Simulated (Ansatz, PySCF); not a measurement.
C3H8O2Si, SMILES CC(=O)C[SiH2]O.

Geometry optimised at PBE0-D3(BJ)/def2-SVP. The values are those of a single conformer.

Vertical ionisation energy (IE) and electron affinity (EA) in eV. Rows of orbital energies are one-electron estimates. Where ΔSCF, EOM or ADC give a negative EA the extra electron is unbound and the value depends on the basis.

| level | IE | EA |
|---|---|---|
| −ε(HOMO), −ε(LUMO), HF/def2-TZVP (PySCF) | 11.49 | -3.14 |
| −ε(HOMO), −ε(LUMO), PBE/def2-TZVP (PySCF) | 6.12 | 2.00 |
| ΔSCF, CAM-B3LYP/def2-SVPD (Ansatz), final states of multiplicity 2 and 2 | 10.02 | -0.86 |
| ΔSCF, PBE/def2-SVPD (Ansatz), final states of multiplicity 2 and 2 | 9.37 | -0.69 |

**Question.** What vertical singlet–triplet gap does ΔSCF give with CAM-B3LYP/def2-SVPD (Ansatz, a first-principles code) and with PBE/def2-SVPD (Ansatz)? (An estimate is asked for; the answer gives what the named calculation found.)

**Answer.** 4.06 and 3.93 eV (triplet above singlet where positive).
